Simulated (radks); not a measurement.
Spherical quantum dot in the effective-mass picture: electrons in a well V = -V0 / (1 + exp((r - R)/a)) with V0 = 2.56, R = 9.07, a = 0.76, with a point charge +1 (a donor) at the centre, all in effective atomic units (hartree* = m*/eps^2 hartree, bohr* = eps/m* bohr), one dielectric constant everywhere. Calculated with a radial shooting solver with Libxc functionals: non-relativistic Kohn-Sham, LDA (Slater exchange, Perdew-Wang correlation), spin-polarised, spherical densities. Levels are named by radial order and angular momentum (1s, 1p, 1d, 2s, ...), and open shells are averaged over m. Results are scaled to m* = 0.377 and eps = 13.2, for which hartree* = 58.88 meV and bohr* = 1.853 nm.

N = 5, configuration 1s2 1p(up 3, down 0). This is the lowest configuration that the search found. Occupied and some empty levels:

level    occupation  eigenvalue (meV)  <r> (nm)
1s up             1           -115.45     6.042
1s down           1           -115.04     4.599
1p up             3           -109.94     9.813
2s up             0           -108.08     7.500
1p down           0           -107.58     9.822
2s down           0           -107.07     8.693
1d up             0           -105.17     10.53
1d down           0           -102.81     10.61
1f up             0           -99.204     11.07
1f down           0           -96.937     11.17

Energy (meV): total -698.946, kinetic 46.818, external -850.42, Hartree 153.73, exchange-correlation -49.080.

Electron density:

r (nm)  n(r) (e/nm^3)
0.792         0.01873
1.67         0.007789
2.56         0.003560
3.44         0.001841
4.32         0.001113
5.20        0.0008011
6.08        0.0006722
6.97        0.0006220
7.85        0.0005961
8.73        0.0005622
9.61        0.0005026
10.5        0.0004137
11.4        0.0003055
12.3        0.0001971
13.1        0.0001084
14.0       0.00004931
14.9       0.00001809
15.8        5.254e-06
16.7        1.211e-06
17.6        2.274e-07
